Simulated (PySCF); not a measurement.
Shifts of the heteroatoms

Atom-mapped SMILES (the numbers label the heavy atoms): `[CH3:1][SiH2:2][C@@H:3]([F:4])[C:5]#[C:6][SiH2:7][CH:8]=[O:9]`. Each H is labelled by its parent atom. Ha(Si2), Ha(Si7) are pro-R; Hb(Si2), Hb(Si7) are pro-S.

How the numbers were obtained: PBE0/pcSseg-1 with gauge-including orbitals, GFN2-xTB structure, in PySCF (relativity neglected, gas phase, equivalent nuclei averaged, single conformer).

(1) What are the 19F shifts?

(2) Predict the 29Si NMR data.

(3) Where does 17O resonate?

Answers

(1) 
```json
{"atoms": "F4", "environment": "fluorine on an sp3 carbon", "σ (ppm)": "421.7", "δ (ppm)": "-219.9"}
```

Shieldings were converted by a linear fit to measured shifts: 19F (scatter 6.0 ppm rms, 7.0 ppm with the 5 outliers that the fit left out vs CFCl3, solution or neat liquid, with a term for F on sp3 carbon). A few per cent of atoms miss by over 2 rms, more outside the fitted compound classes.

On a 600 MHz spectrometer 19F resonates near 564.6 MHz, so 1 ppm is 564.6 Hz.

(2) 
```csv
atoms,environment,σ (ppm),δ (ppm)
Si2,"silicon bonded to 2 C, 2 H",385.9,-37.2
Si7,"silicon bonded to 2 C, 2 H",432.1,-75.2
```

Shieldings were converted by a linear fit to measured shifts: 29Si: δ = 279.94 − 0.822σ (rms 8.9 ppm, 72 shifts, 25.8 ppm with the 6 outliers that the fit left out vs TMS, solution or neat liquid). Occasional misses reach two or three times the rms, and more in compound classes unlike the fitted ones.

On a 400 MHz spectrometer 29Si resonates near 79.5 MHz, so 1 ppm is 79.5 Hz.

(3) 
```json
{"atoms": "O9", "environment": "carbonyl oxygen", "σ (ppm)": "-604.8", "δ (ppm)": "817.6"}
```

Shieldings were converted by a linear fit to measured shifts: 17O (scatter 10.7 ppm rms, 12.2 ppm with the 3 outliers that the fit left out vs liquid water, solution or neat liquid). Occasional misses reach two or three times the rms, and more in compound classes unlike the fitted ones.

On a 300 MHz spectrometer 17O resonates near 40.7 MHz, so 1 ppm is 40.7 Hz.
